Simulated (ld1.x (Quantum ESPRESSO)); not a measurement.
**Varying the TM potential for He**

Base potential:

ld1.x (Quantum ESPRESSO) 7.5 input, shortened:

```
&input
   title='He', zed=2., rel=0, dft='PBESOL', iswitch=3,
   config='[He] 2p-2'
 /
 &inputp
   pseudotype=2, tm=.true., lloc=0,
   nlcc=.false.
 /
2
2P  2  1  -2.00   0.45  0.50  0.50  0.0
1S  1  0   2.00   0.00  0.60  0.60  0.0
 &test
   configts(1)='1s2'
 /
```

Cutoffs, loose and tight: the cutoffs (Ry, on a coarse ladder) from which the occupation-weighted sum of valence levels, in a spherical-Bessel basis at the reference potential, stays within 10 and 1 mRy of its value at 400 Ry. They do not see the model core or the augmentation charge, which bear on the density cutoff. Test errors are all-electron minus pseudo excitation energies from the reference, over the configurations 1s1; 1s1.5. A dash means not determined; rows that change the core or the reference have their own tests.

```tsv
change	outcome	cutoff, loose	cutoff, tight	bound ghosts	largest test error (meV)
base	generated	140 Ry	200 Ry	none	+5.1
type ultrasoft; waves now 1s (bound): rcut 0.50, rcutus 0.60 bohr; 1s channel at -0.55 Ry: rcut 0.50, rcutus 0.60 bohr; 2p channel at 0.45 Ry: rcut 0.45, rcutus 0.50 bohr; 2p channel at 2.5 Ry: rcut 0.45, rcutus 0.50 bohr; local potential all-electron potential smoothed inside 0.40 bohr (lloc = -1); augmentation PSQ, inside the norm-conserving radii	generated	90 Ry	140 Ry	none	+1.5
wave 2p channel at 0.45 Ry: rc 0.50 bohr becomes 2p channel at 0.45 Ry: rc 0.62 bohr	generated	140 Ry	200 Ry	none	+5.1
wave 1s (bound): rc 0.60 bohr becomes 1s (bound): rc 0.62 bohr	generated	120 Ry	180 Ry	none	+6.4
scalar-relativistic	generated	140 Ry	200 Ry	none	+4.3
local potential the p channel	generated	140 Ry	200 Ry	none	+6.2
wave 2p channel at 0.45 Ry: rc 0.50 bohr becomes 2p channel at -0.07 Ry: rc 0.50 bohr	generated	140 Ry	200 Ry	none	+5.1
all radii scaled by about 1.29 (s 0.78, p 0.64 bohr)	generated	90 Ry	180 Ry	none	+17
functional Wu–Cohen	generated	140 Ry	200 Ry	none	+5.7
wave 1s (bound): rc 0.60 bohr becomes 1s (bound): rc 0.68 bohr	generated	110 Ry	180 Ry	none	+9.0
functional PBE	generated	140 Ry	200 Ry	none	+5.4
functional LDA (PZ)	generated	140 Ry	200 Ry	none	+5.0
```
